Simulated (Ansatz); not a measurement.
`[SiH3][O][InH][Br]` + NH₃ → `[NH2][InH][Br]` + silanol at 600 K and 1 bar (ligand exchange at the In–O bond).

Program: Ansatz. Geometries: PBE0-D4/def2-TZVP. ΔE: electronic, gas phase. CBS: MP2 limit from def2 TZ/QZ plus the TZ coupled-cluster correction, frozen cores. This one scheme is used for every species. def2 core potentials past Kr. For Br, In outer-core shells are correlated without core-valence functions, which leaves a few kJ/mol of doubt a bond. Scalar relativity is left out up to krypton. One conformer a species, not always the lowest.

| species | CCSD(T)/CBS energy (Eh) | H − E (kJ/mol) | S (J/(mol·K)) |
| --- | --- | --- | --- |
| `[SiH3][O][InH][Br]` | -3129.89321 | 153.7 | 477.5 |
| NH₃ | -56.50880 | 112.4 | 219.5 |
| `[NH2][InH][Br]` | -2819.69701 | 128.5 | 396.4 |
| `O[SiH3]` | -366.69042 | 135.7 | 307.9 |

H − E and S are ideal-gas, rigid-rotor, harmonic terms from PBE0-D4/def2-TZVP, for one conformer and one mirror image of each species. 1 Eh = 2625.50 kJ/mol, R = 8.31446 J/(mol·K).

Question: By hand: ΔE, ΔH, ΔS and ΔG.

Answer: ΔE = (-2819.69701) + (-366.69042) − (-3129.89321) − (-56.50880) = 0.01458 Eh = 38.3 kJ/mol. Δ(H − E) = 128.5 + 135.7 − 153.7 − 112.4 = -1.9, so ΔH = 36.4 kJ/mol. ΔS = 396.4 + 307.9 − 477.5 − 219.5 = 7.3 J/(mol·K). ΔG = 36.4 − 600 × (7.3)/1000 = 32.0 kJ/mol.

Question: By hand: the equilibrium constant, and the temperature at which ΔG would vanish if ΔH and ΔS stayed fixed.

Answer: log₁₀ K = −ΔG/(RT ln 10) = -2.8. ΔG = 0 at ΔH/ΔS = 4986 K, far beyond where these terms or the molecules hold.

The number of gas molecules stays the same, so ΔS is small and ΔH decides. A doubt of 5 kJ/mol in ΔE shifts log₁₀ K by 0.4 here. Other conformers and mirror images would add mixing entropy, several J/(mol·K) or more a flexible species. Modes under 60 cm⁻¹, often nearly free rotors, make the harmonic entropy too high. These are equilibria of isolated gas molecules and say nothing of rates. Largest T1 diagnostic: 0.013 (customary marks: 0.02 for closed shells, 0.045 for open ones).
